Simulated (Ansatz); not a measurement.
`C[CH2][In]([F])[Cl]` + `[SiH3]N[SiH3]` → `[F][In]([Cl])[N]([SiH3])[SiH3]` + `CC` at 700 K and 1 bar (ligand exchange at the In–C bond).

Isolated molecules relaxed with PBE0-D4/def2-TZVP in Ansatz; ΔE leaves out vibrations. CCSD(T)/CBS adds triple-zeta CCSD(T) − MP2 to the extrapolated MP2 energy (def2 sets, frozen cores). This one scheme is used for every species. Elements past krypton have def2 core potentials. For In outer-core shells are correlated without core-valence functions, which leaves a few kJ/mol of doubt a bond. Each species was taken in one conformer, which may not be the lowest.

| species | CCSD(T)/CBS energy (Eh) | H − E (kJ/mol) | S (J/(mol·K)) |
| --- | --- | --- | --- |
| `C[CH2][In]([F])[Cl]` | -828.58684 | 256.1 | 510.5 |
| `[SiH3]N[SiH3]` | -637.10515 | 245.6 | 444.2 |
| `[F][In]([Cl])[N]([SiH3])[SiH3]` | -1385.98629 | 263.6 | 624.8 |
| `CC` | -79.71954 | 238.1 | 289.3 |

H − E and S are ideal-gas, rigid-rotor, harmonic terms from PBE0-D4/def2-TZVP, for one conformer and one mirror image of each species. 1 Eh = 2625.50 kJ/mol, R = 8.31446 J/(mol·K).

**Question.** By hand: ΔE, ΔH, ΔS and ΔG.

**Answer.** ΔE = (-1385.98629) + (-79.71954) − (-828.58684) − (-637.10515) = -0.01384 Eh = -36.3 kJ/mol. Δ(H − E) = 263.6 + 238.1 − 256.1 − 245.6 = 0.0, so ΔH = -36.3 kJ/mol. ΔS = 624.8 + 289.3 − 510.5 − 444.2 = -40.6 J/(mol·K). ΔG = -36.3 − 700 × (-40.6)/1000 = -7.9 kJ/mol.

**Question.** By hand: the equilibrium constant, and the temperature at which ΔG would vanish if ΔH and ΔS stayed fixed.

**Answer.** log₁₀ K = −ΔG/(RT ln 10) = 0.6. ΔG = 0 at ΔH/ΔS = 894 K.

TΔS isn't small against ΔH here. A doubt of 5 kJ/mol in ΔE shifts log₁₀ K by 0.4 here. Other conformers and mirror images would add mixing entropy, several J/(mol·K) or more a flexible species. Modes under 60 cm⁻¹, often nearly free rotors, make the harmonic entropy too high. These are equilibria of isolated gas molecules and say nothing of rates. Largest T1 diagnostic: 0.015 (customary marks: 0.02 for closed shells, 0.045 for open ones).
